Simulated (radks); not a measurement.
Tm43+, configuration [Ar] 3d8.

All-electron calculation, non-relativistic Kohn-Sham, LDA (Slater exchange, Perdew-Wang correlation), spin-unpolarised, spherical densities, point nucleus; relativity is left out, which matters for an element this heavy. Program: a radial shooting solver on a logarithmic mesh with Libxc functionals.

Energy parts (hartree):
part                       energy
total                 -11615.6480
kinetic                11613.1140
electron-nucleus      -25196.4887
Hartree                 2152.5525
exchange-correlation    -184.8257

Orbitals (lengths in bohr, moments of r in powers of bohr; r(90%) holds 90 % of the orbital's charge):
orbital  occ.  eigenvalue (hartree)      <r>      <r^4>  r(90%)  <1/r>
1s          2             -2103.382  0.02198  1.051e-06  0.0391  68.42
2s          2             -406.0663  0.09285  0.0001709   0.142  16.04
2p          6             -392.0050  0.07859  0.0001078   0.127  16.06
3s          2             -145.4336   0.2305   0.005340   0.335  6.331
3p          6             -139.2984   0.2196   0.004703   0.325  6.283
3d          8             -128.2845   0.1918   0.003082   0.294  6.189
4s          0             -73.63834   0.4434    0.06676   0.624  3.271
4p          0             -70.99803   0.4380    0.06545   0.622  3.230

The highest occupied level is 3d at -3490.8 eV. Summed over all electrons, <r^2> = 0.8619 bohr^2, which gives a Langevin (diamagnetic) susceptibility term of -0.683 x 10^-6 cm^3/mol. Virial ratio -V/T = 2.00022.
